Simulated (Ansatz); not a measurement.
The cluster Ge3O2, relaxed as a singlet with RKS B3LYP-D4/def2-SVP in Ansatz, starting from the GFN1-xTB geometry. Force threshold 0.02 eV/Å.

The restricted singlet is unstable towards broken spin symmetry in Hartree–Fock (as tested in another run); at B3LYP-D4/def2-SVP this wasn't settled. Another isomer (singlet) lies 0.25 eV lower at PBE0-D4/def2-TZVP; other spin states weren't run for this one.

Start:

Cartesian coordinates in Å:
```
Ge -0.4961 -1.5190 0.6486
Ge 0.2382 1.5417 0.5161
Ge 0.1214 -0.9075 -1.4591
O 0.4363 0.8062 -1.1077
O -0.2998 0.0786 1.4021
```

Problem. Estimate the energy that the relaxation releases and the steps that it takes.

Solution. 0.97 eV, in 6 steps; 13 s on 4 threads of Arm Neoverse V2 on a shared host. No frequencies were taken in this run, so the end may be a saddle point.

Problem. Does the start keep its bonding and symmetry?

Solution. By distances, no bond broke or formed. The bond that changes most is Ge1–Ge3, from 2.28 to 2.78 Å (atoms count from 1). Point group C2v at the start, C2v at the end, both within 0.05 Å.

Problem. Predict the relaxed structure.

Solution. 
```
atom    x (Å)    y (Å)    z (Å)
 Ge1  -0.5686  -1.6176   0.8709
 Ge2   0.2418   1.5715   0.5258
 Ge3   0.1861  -0.8722  -1.7038
  O4   0.4428   0.8268  -1.1166
  O5  -0.3021   0.0915   1.4237
```
Bond lengths: 4 × Ge–O 1.81 to 1.82 Å; 1 × Ge–Ge 2.78 Å.
